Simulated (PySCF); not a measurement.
**Te⁴⁶⁺ (tellurium, charge +46): Hartree-Fock from Schrödinger to Dirac-Coulomb**

Occupied: 1s1/2, 2s1/2, 2p1/2. Hartree-Fock calculated with PySCF 2.14 in an even-tempered Gaussian basis (19 s from 8.1 bohr⁻², ratio 2.3; 15 p from 9.7 bohr⁻², ratio 2.3), Gaussian nucleus throughout. NR is non-relativistic, sf-X2C the spin-free one-electron X2C Hamiltonian, X2C adds the bare one-electron spin-orbit term, X2C-SNSO screens it by Boettger's factors, DC is four-component Dirac-Coulomb, and the Gaunt term is added at first order (total energies over the DC spinors, levels after relaxing the spinors in that mean field). QED terms are absent. Levels marked empty are virtual spinors of this ion.

| Hamiltonian | E (hartree) | E − E(DC) (hartree) | CPU seconds |
| --- | --- | --- | --- |
| X2C | -4046.9827 | 0.6583 | 0.61 |
| X2C-SNSO | -4046.3117 | 1.3293 | 0.53 |
| DC | -4047.6410 | 0.0000 | 27 |
| DC+Gaunt | -4044.3262 | 3.3149 | 65 |

```tsv
level (eV)	X2C	X2C-SNSO	DC	DC+Gaunt
1s1/2	-36001.8	-36002.7	-36023.8	-35957.1
2s1/2	-8406.9	-8407.2	-8409.8	-8403.2
2p1/2	-8257.8	-8248.8	-8251.0	-8237.3
2p3/2 (empty)	-7713.2	-7717.1	-7717.4	-7710.6
3s1/2 (empty)	-3493.6	-3493.7	-3494.3	-3492.5
```

Weight of the small component: 1s1/2 0.0368, 2s1/2 0.00856, 2p1/2 0.00852, 2p3/2 0.00806, 3s1/2 0.00348.

Koopmans' value for the highest occupied level at DC+Gaunt: 8237.3 eV, against an ionisation energy of 8240 ± 4 eV (theoretical estimate listed by NIST; NIST Atomic Spectra Database, ionization energies); the former lacks relaxation, correlation, QED and recoil.

The whole ladder took 100 s of wall time on 1 thread of AMD EPYC 7571 (shared host), launched as `OMP_NUM_THREADS=1 python relrun2.py TASK.json OUT` (a driver that calls PySCF for each Hamiltonian).

Dirac-Coulomb iterations, started from the X2C spinors:

```
with_ssss True, with_gaunt False, with_breit False
light speed = 137.03599967994
init E= -4031.0640493863
cycle= 1 E= -4047.64088013606  delta_E= -16.6  |g|= 1.07  |ddm|= 0.0623
cycle= 2 E= -4047.64101163571  delta_E= -0.000131  |g|= 0.00374  |ddm|= 0.00116
cycle= 3 E= -4047.6410116446  delta_E= -8.88e-09  |g|= 3.98e-05  |ddm|= 1.97e-05
```
